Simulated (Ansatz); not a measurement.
`O[SiH2][S][GeH3]` + `S[SiH2]Cl` → `Cl[SiH2][S][GeH3]` + `O[SiH2]S`  (ligand exchange at a Ge–S bond)

Program: Ansatz. Geometries: PBE0-D4/def2-TZVP. ΔE: electronic, gas phase. CCSD(T)/CBS adds triple-zeta CCSD(T) − MP2 to the extrapolated MP2 energy (def2 sets, frozen cores). Functionals use def2-TZVPP. B3LYP here is the variant with VWN-RPA as its local correlation; programs differ in this. For Ge outer-core shells are correlated without core-valence functions, which leaves a few kJ/mol of doubt a bond. Scalar relativity is left out up to krypton. One conformer a species, not always the lowest.

`O[SiH2][S][GeH3]`:

```xyz
10

O     1.480   -0.091    1.917
Si    1.208    0.718    0.515
S    -0.830    1.286    0.252
Ge   -1.480   -0.445   -0.990
H     0.912   -0.835    2.122
H     1.598   -0.107   -0.661
H     2.024    1.946    0.608
H    -3.011   -0.380   -1.034
H    -0.883   -0.336   -2.400
H    -1.018   -1.756   -0.329
```

`S[SiH2]Cl`:

Z-matrix (Å, degrees):
```
Si
Cl 1 2.054
S 1 2.120 2 112.9
H 1 1.478 2 108.5 3 -116.6
H 1 1.479 2 106.5 3 122.3
H 3 1.344 1 94.3 2 70.4
```

`Cl[SiH2][S][GeH3]`:

Z-matrix (Å, degrees):
```
Si
S 1 2.119
Cl 1 2.048 2 108.1
H 1 1.483 2 110.9 3 -118.8
H 1 1.481 2 111.6 3 118.4
Ge 2 2.233 1 95.3 3 166.7
H 6 1.534 2 109.6 1 -86.7
H 6 1.538 2 108.7 1 33.7
H 6 1.531 2 106.1 1 153.0
```

`O[SiH2]S`:

Z-matrix (Å, degrees):
```
Si
S 1 2.133
O 1 1.642 2 113.5
H 1 1.478 2 111.7 3 117.8
H 1 1.484 2 102.9 3 -122.0
H 2 1.344 1 94.6 3 -65.2
H 3 0.959 1 117.2 2 -51.2
```

| level | ΔE (kJ/mol) | difference from CCSD(T)/CBS |
| --- | --- | --- |
| PBE0-D4 | 0.1 | 0.8 |
| B3LYP-D4 | 0.5 | 1.2 |
| ωB97M-V | 0.0 | 0.7 |
| PBE | 0.4 | 1.1 |
| r2SCAN | 0.1 | 0.8 |
| PBE0 | 0.1 | 0.8 |
| CCSD/def2-TZVPP | -0.4 | 0.3 |
| CCSD(T)/def2-TZVPP | -0.4 | 0.3 |
| HF/def2-QZVPP | 0.2 | 0.9 |
| CCSD/CBS(def2) | -0.8 | -0.1 |
| CCSD(T)/CBS | -0.7 | 0 |

Largest T1 diagnostic among the species: 0.012.
